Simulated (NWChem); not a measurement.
## Total energies of CHCl

```
C
H 1 1.1206
Cl 1 1.6933 2 101.82
```
Charge 0, spin multiplicity 1.

Program: NWChem. Structure: optimised with PBE0/def2-SVP, a minimum by its harmonic frequencies.

Basis set: def2-TZVP (74 functions).

| method | total energy (Ha) | relative cost |
|---|---|---|
| RHF | -497.84680 | 1 |
| MP2 | -498.16729 | under 3 |
| B2PLYP | -498.62844 | under 3 |
| PBE | -498.55643 | under 3 |
| B3LYP | -498.81348 | under 3 |
| BLYP | -498.78397 | under 3 |
| CCSD(T) | -498.21742 | 40 |

Total energies of different functionals aren't comparable as a measure of quality: only differences taken within one method are. Costs are rough ratios of processor time within this set of runs, SCF included, with RHF as 1.

The correlated methods keep 6 core orbitals frozen. B3LYP has NWChem's definition, with VWN1-RPA local correlation. The structure started from a generated list of species. No row is a measurement; the coupled-cluster row has its own basis-set and correlation limits.
